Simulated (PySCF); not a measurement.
**MC anions for M along the fourth-period p block**

PBE0 with double-zeta basis sets in PySCF, for the lowest determinant that a PBE0 search found; no spin–orbit coupling. De refers to high-spin ground-configuration atoms (the charge goes to the atom of lower measured ionisation energy or higher electron affinity, which is not always the lowest computed limit). A positive dipole points towards C; it is taken about the centre of mass and depends on that origin.

| M | basis | charged atom | state (unpaired electrons) | Re (Å) | ωe (cm⁻¹) | De (eV) | μ (D) |
| --- | --- | --- | --- | --- | --- | --- | --- |
| As | aug-pcseg-1 | C− | singlet (closed shell) | 1.715 | 1012 | 5.63 | -4.01 |
| Se | aug-cc-pVDZ-DK | Se− | doublet (π ↑) | 1.782 | 821 | 4.57 | -3.59 |
| Br | aug-pcseg-1 | Br− | triplet (π ↑↑) | 2.066 | 414 | 1.71 | -4.44 |

The shortest bond is that of AsC⁻ (1.715 Å), the longest that of CBr⁻ (2.066 Å). AsC⁻ is bound most strongly (5.63 eV) and CBr⁻ least (1.71 eV).

The rows differ in basis set, which adds steps of its own.

The state changes along the series, so neighbouring rows are not always alike in their bonding.

Spin–orbit coupling is left out. For an ion De counts to the pair picked by the measured ionisation energies or electron affinities, which need not be the lowest pair at this level. The highest Kohn–Sham level is positive in some of these anions. Much of that is self-interaction error, but it also means that the finite basis helps to hold the extra electron. States were picked by a PBE0 search and need not be the measured ground states.
